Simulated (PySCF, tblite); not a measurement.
Isomers of C6H7N. Computed values, GFN2-xTB/tblite, gas phase, harmonic and unscaled. Errors from tens to a few hundred cm⁻¹ against measured bands are possible. One conformer each.

Electronic energies: PBE0/pcSseg-1 single points on the GFN2-xTB geometries (PySCF, gas phase).

```
       SMILES  electronic energy, lowest = 0 (kJ/mol)
C#C/C=N\C1CC1                                   338.3
    Cc1ccccn1                                     0.0
 C=CC/C=C\C#N                                   177.4
```

Question: How do GFN2-xTB zero-point energies change the relative energies?

Answer: 
| SMILES | ZPE (kJ/mol) | of it from modes above 1550 cm⁻¹ | electronic (kJ/mol) | with ZPE, lowest = 0 (kJ/mol) | lowest mode (cm⁻¹) | rings |
| --- | --- | --- | --- | --- | --- | --- |
| Cc1ccccn1 | 296.0 | 146.9 | 0.0 | 0.0 | 62 | 1 |
| C=CC/C=C\C#N | 288.2 | 162.1 | 177.4 | 169.7 | 32 | 0 |
| C#C/C=N\C1CC1 | 287.7 | 153.3 | 338.3 | 329.9 | 63 | 1 |

The zero-point energies span 8.3 kJ/mol, from `C#C/C=N\C1CC1` to `Cc1ccccn1`. The order is unchanged.

Question: And how do the electronic energies of GFN2-xTB itself compare?

Answer: `Cc1ccccn1` 0.0; `C=CC/C=C\C#N` 234.9; `C#C/C=N\C1CC1` 284.6 kJ/mol, lowest = 0. Against the energies above, taken from the same isomer `Cc1ccccn1`, the largest difference is 57.5 kJ/mol.

Question: What do entropy and thermal enthalpy add at 298.15 K and 1 bar (rigid rotor, harmonic oscillator, one conformer each)?

Answer: 
```tsv
SMILES	point group	symmetry number	S (J/(mol K))	H − H(0) (kJ/mol)	ZPE + H − H(0) − TS (kJ/mol)
Cc1ccccn1	Cs	1	330.6	18.96	216.4
C=CC/C=C\C#N	C1	1	370.3	22.88	200.7
C#C/C=N\C1CC1	Cs	1	352.0	21.67	204.4
```
